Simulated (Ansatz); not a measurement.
System: C₄H₁₁O (charge +1, singlet). It need not be the lowest isomer of its formula. 
Structure (B3LYP-D3(BJ)/def2-TZVP (Ansatz, a first-principles code) minimum search):
SMILES: C[OH+]C(C)C
```xyz
16

C     -0.1594     1.5795     0.2441
C     -0.5863     0.1390     0.3007
C     -1.8214    -0.2180    -0.4791
O      0.5391    -0.7636    -0.3040
C      1.8825    -0.7715     0.3150
H      0.7469     1.7742     0.8153
H     -0.9550     2.1793     0.6900
H     -0.0291     1.9217    -0.7843
H     -0.6164    -0.2526     1.3156
H     -1.7560     0.1190    -1.5162
H     -2.0230    -1.2877    -0.4486
H     -2.6689     0.2974    -0.0248
H      2.3737     0.1812     0.1419
H      2.4174    -1.5973    -0.1438
H      1.7177    -0.9573     1.3709
H      0.5876    -0.6431    -1.2684
```
Charge +1, spin multiplicity 1.

Basis-set convergence of Hartree-Fock and CCSD correlation energies (hartree) with Ansatz. Valence correlation only, unless marked. Spin-orbit coupling is left out. No relativistic terms.

```json
[
 {"basis": "cc-pVDZ", "functions": "125", "E(HF)": "-232.49282", "E(corr, CCSD)": "-0.82725"},
 {"basis": "cc-pVTZ", "functions": "304", "E(HF)": "-232.56406", "E(corr, CCSD)": "-0.99300"},
 {"basis": "cc-pVQZ", "functions": "605", "E(HF)": "-232.57981", "E(corr, CCSD)": "-1.04365"}
]
```

Extrapolating the two largest sets (X = 3 and 4) as X^-3: E(corr) = (64·(-1.04365) - 27·(-0.99300))/37 = -1.0806 Eh, an estimate of the basis-set limit. The largest set recovers 96.6 % of it, the smallest 76.6 %.
